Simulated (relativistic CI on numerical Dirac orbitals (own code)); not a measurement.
Cu4+: M2,3 absorption edge

Computed with this model: Dirac-Coulomb-Breit CI, KLI orbitals optimised for each configuration, a model potential for QED, valence Slater integrals scaled by 0.7, multiplet model of core-to-valence dipole absorption; configurations [Ar] 3d7 → [Ne] 3s2 3p5 3d8; 80 K; Lorentzian 0.8 eV and Gaussian 0.3 eV FWHM. Energies are those of the free ion, without screening or charge transfer. The branching ratio is the share of the lower-energy edge in the whole absorption, uncertain by about 0.02 where the edges overlap. S is read from ⟨S²⟩ = S(S + 1).

Field parameters in Wybourne normalisation: D3d B²₀ = −7Dσ, B⁴₀ = −14Dq − 21Dτ, B⁴₃ = −14√(10/7) Dq; D4h B²₀ = −7Ds, B⁴₀ = 21(Dq − Dt), B⁴₄ = 21√(5/14) Dq; Td as Oh with Dq negative (B⁴₀ = 21Dq, B⁴₄ = √(5/14) B⁴₀). The field is a parameter set, without covalency.

Computed curve for Td, 10Dq = -7600 cm⁻¹, scaled to 100 at the maximum (points under 2 are left out and the grid is thinned):

| Energy (eV) | Intensity |
| --- | --- |
| 71.1 | 2.1 |
| 71.5 | 2.9 |
| 71.8 | 4.1 |
| 72.2 | 7.4 |
| 72.5 | 12.0 |
| 72.9 | 16.3 |
| 73.2 | 18.3 |
| 73.6 | 21.0 |
| 74.0 | 20.9 |
| 74.3 | 18.8 |
| 74.7 | 16.9 |
| 75.0 | 15.3 |
| 75.4 | 11.9 |
| 75.7 | 12.1 |
| 76.1 | 17.3 |
| 76.4 | 24.2 |
| 76.8 | 33.4 |
| 77.2 | 58.5 |
| 77.5 | 86.9 |
| 77.9 | 100.0 |
| 78.2 | 97.6 |
| 78.6 | 92.8 |
| 78.9 | 77.1 |
| 79.3 | 41.9 |
| 79.7 | 22.9 |
| 80.0 | 17.9 |
| 80.4 | 18.9 |
| 80.7 | 26.8 |
| 81.1 | 45.3 |
| 81.4 | 49.8 |
| 81.8 | 39.9 |
| 82.1 | 25.4 |
| 82.5 | 12.2 |
| 82.9 | 7.0 |
| 83.2 | 5.2 |
| 83.6 | 3.9 |
| 83.9 | 3.3 |
| 84.3 | 2.9 |
| 84.6 | 2.6 |
| 85.0 | 2.1 |

The ground state has S = 1.50, and the centroid lies at 78.21 eV.
